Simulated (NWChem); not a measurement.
Species: CH3BClI; SMILES CB(Cl)I

```xyz
7

B     -0.4419     1.0119     0.0215
Cl     0.8269     2.2167    -0.0009
I      0.1282    -1.0527     0.0005
C     -1.9452     1.4160     0.0029
H     -2.5946     0.6849     0.5042
H     -2.2622     1.4460    -1.0567
H     -2.1128     2.4206     0.4181
```
Atoms are numbered in this order, from 1.

All runs: NWChem. Coordinates come from a PBE0/def2-SVP optimisation. def2 effective core potentials on I; no spin-orbit coupling. Vertical excitations in the gas phase; the lowest state need not have the same character in each row.

For level PBE/def2-SVP, full TDDFT:

```yaml
lowest excitation, singlet (eV): 4.06
lowest state with f > 0.02, singlet (eV): 5.03
orbital gap (eV): 4.00
```

Q: What are these values for level BHandHLYP/def2-SVP, full TDDFT?

A: 
| Property | Value |
|---|---|
| lowest excitation, singlet (eV) | 5.22 |
| lowest state with f > 0.02, singlet (eV) | 5.98 |
| orbital gap (eV) | 8.12 |
